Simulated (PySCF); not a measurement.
Gas-phase reaction: 2 CuH + 2 O + Br2 → 2 CuBr + H2O2

Energies from PySCF, thermal terms from the rigid-rotor harmonic-oscillator model, ideal gas at 1 bar. † marks an energy on the PBE0/def2-TZVP geometry and frequencies; other levels use their own. Open shells (unrestricted): O (multiplicity 3); the rest are closed-shell singlets. Spin-orbit splitting is ignored; it lowers the true energy and changes the entropy of O. Br, Cu: all electrons, no relativistic terms.

```
level               ΔH°(298 K), kJ
------------------  --------------
HF/def2-TZVP†                    …
M06-2X/def2-TZVP†                …
PBE/def2-TZVP†                   …
PBE0/def2-QZVP†               -995
PBE0/def2-TZVP                -983
r2SCAN/def2-TZVP†             -981
LDA/def2-TZVP†               -1188
ωB97X-V/def2-TZVP†               …
```

Task: Complete the blanks.

Result: 
- HF/def2-TZVP†, ΔH°(298 K), kJ: -646
- M06-2X/def2-TZVP†, ΔH°(298 K), kJ: -1044
- PBE/def2-TZVP†, ΔH°(298 K), kJ: -1009
- ωB97X-V/def2-TZVP†, ΔH°(298 K), kJ: -1008
